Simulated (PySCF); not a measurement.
## Eu¹⁹⁺: ionisation energy

Eu¹⁹⁺ [Kr] 4d8 (3F) → Eu²⁰⁺ [Kr] 4d7 (4F), as a difference of total energies. All numbers are calculated (PySCF 2.14, scalar relativity by spin-free X2C-1e, in an even-tempered Gaussian basis (20 s from 1.1 bohr⁻², ratio 2.5; 15 p from 1.4 bohr⁻², ratio 2.5; 10 d from 1.4 bohr⁻², ratio 2.5; 4 f from 7.9 bohr⁻², ratio 2.7; 4 g from 12 bohr⁻², ratio 2.7)). Correlated levels: outer shells: [Ar] 3d10 frozen; virtual orbitals above 40 to 60 times the deepest correlated orbital energy dropped. The calculations carry no spin-orbit coupling.

```tsv
method	ionisation energy (eV)
UHF	592.40
LDA	594.28
PBE	594.06
PBE0	594.17
r2SCAN	594.48
MP2 (outer shells)	593.19
SCS-MP2 (outer shells)	593.13
```

Q: How much does correlation contribute at MP2 (outer shells)?

A: 593.19 − (592.40) = 0.79 eV, measured against UHF.

Spin-orbit coupling is strong in these open shells (close to jj coupling). The scalar numbers leave it out and a first-order estimate fails, so it can dominate the gap to the real levels.

Breit and QED terms and the two-electron picture change are absent.

For comparison: 590 ± 4 eV (theoretical estimate listed by NIST; NIST Atomic Spectra Database, ionization energies).
